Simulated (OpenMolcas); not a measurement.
**Lines of O+: computed and rescaled rates**

| Item | Value |
| --- | --- |
| Program | OpenMolcas 26.06 |
| Method | SS-CASPT2, IPEA 0.25 Eh, imaginary shift 0.1 Eh (closed shells correlated: 1s) |
| Basis | ANO-RCC [8s7p4d3f2g] |
| Scalar Hamiltonian | DKH2, point nucleus |
| Active space | 5 electrons in 8 orbitals (2s 2p 3s 3p) |
| State averaging | 2S+1 = 4 odd, 1 root; 2S+1 = 2 odd, 8 roots; 2S+1 = 4 even, 3 roots; 2S+1 = 2 even, 9 roots |
| Spin-orbit coupling | state interaction with AMFI integrals over the reference wave functions, term energies averaged over their components |

Rates come from the transition moments of the reference wave functions (E1 and E2 in the length form). At fixed line strength A goes as λ^-3 for E1 and M1 and as λ^-5 for E2, so a rate at the computed wavelength can be rescaled to the measured one. Measured vacuum wavelengths follow from level energies in NIST Handbook of Basic Atomic Spectroscopic Data. Branching counts decays inside the model space alone, at computed energies, and the table is only a selection of the E2 and M1 lines, drawn from those between levels with measured partners whose computed energy lies within a factor of 1.5 of the measured one.

| Upper | Lower | Type | λ computed (nm) | λ measured (nm) | A computed (s-1) | A rescaled (s-1) | Branching % |
| --- | --- | --- | --- | --- | --- | --- | --- |
| 2s² 2p³ ²P°_3/2 | 2s² 2p³ ²D°_5/2 | E2 | 748.1 | 732.2 | 9.76e-02 | 1.09e-01 | 44.4 |
| 2s² 2p³ ²P°_1/2 | 2s² 2p³ ²D°_3/2 | E2 | 747.9 | 733.2 | 8.39e-02 | 9.27e-02 | 48.9 |
| 2s² 2p³ ²P°_3/2 | 2s² 2p³ ⁴S°_3/2 | M1 | 245.5 | 247.1 | 5.64e-02 |  | 25.7 |
| 2s² 2p³ ²P°_1/2 | 2s² 2p³ ²D°_5/2 | E2 | 748.4 | 732.1 | 5.57e-02 | 6.22e-02 | 32.4 |
| 2s² 2p³ ²P°_3/2 | 2s² 2p³ ²D°_3/2 | E2 | 747.6 | 733.3 | 4.18e-02 | 4.60e-02 | 19.0 |
| 2s² 2p³ ²P°_1/2 | 2s² 2p³ ⁴S°_3/2 | M1 | 245.5 | 247.1 | 2.26e-02 |  | 13.1 |
| 2s² 2p³ ²P°_3/2 | 2s² 2p³ ²D°_3/2 | M1 | 747.6 | 733.3 | 1.53e-02 |  | 7.0 |
| 2s² 2p³ ²P°_1/2 | 2s² 2p³ ²D°_3/2 | M1 | 747.9 | 733.2 | 9.54e-03 |  | 5.6 |
| 2s² 2p³ ²P°_3/2 | 2s² 2p³ ²D°_5/2 | M1 | 748.1 | 732.2 | 8.58e-03 |  | 3.9 |
| 2s² 2p³ ²D°_5/2 | 2s² 2p³ ⁴S°_3/2 | E2 | 365.4 | 373 | 4.32e-05 |  | 99.5 |
| 2s² 2p³ ²D°_3/2 | 2s² 2p³ ⁴S°_3/2 | E2 | 365.6 | 372.7 | 2.77e-05 |  | 67.5 |
| 2s² 2p³ ²D°_3/2 | 2s² 2p³ ⁴S°_3/2 | M1 | 365.6 | 372.7 | 1.34e-05 |  | 32.5 |

Spin-changing lines and M1 lines between different terms are not rescaled, since their strength hangs on the term gaps too.

The largest correction is for 2s² 2p³ ²P°_1/2 → 2s² 2p³ ²D°_5/2 (E2): 5.57e-02 × (748.4 / 732.1)^5 = 6.22e-02 s-1, a factor of 1.12.

The computed order of these levels differs from the measured one in 2 places, and where term gaps are wrong the rates of spin-changing lines can be off by large factors.

No measured rate stands beside these. Rescaling mends the energy factor alone: line strengths can still be far off where a level mixes with configurations outside the active space, and weak or spin-changing lines hang on small mixing coefficients that depend on the term gaps too, so rescaling need not improve them.

Term energies are means over components that CASPT2 splits; among the terms shown or strongly mixed into the levels shown the widest spread is 64 cm-1 (2s² 2p³ ²D°). The run also gave levels led by 2s² 2p² 3s, which use shells meant for correlation; these and all levels above them are left out. Measured partners are found by configuration, term and J. A level has none where our copy of the source lacks it or the pairing is in doubt (some pairs that miss far off the trend of their configuration count as doubtful). Only configurations of the active space appear.

° marks odd parity.
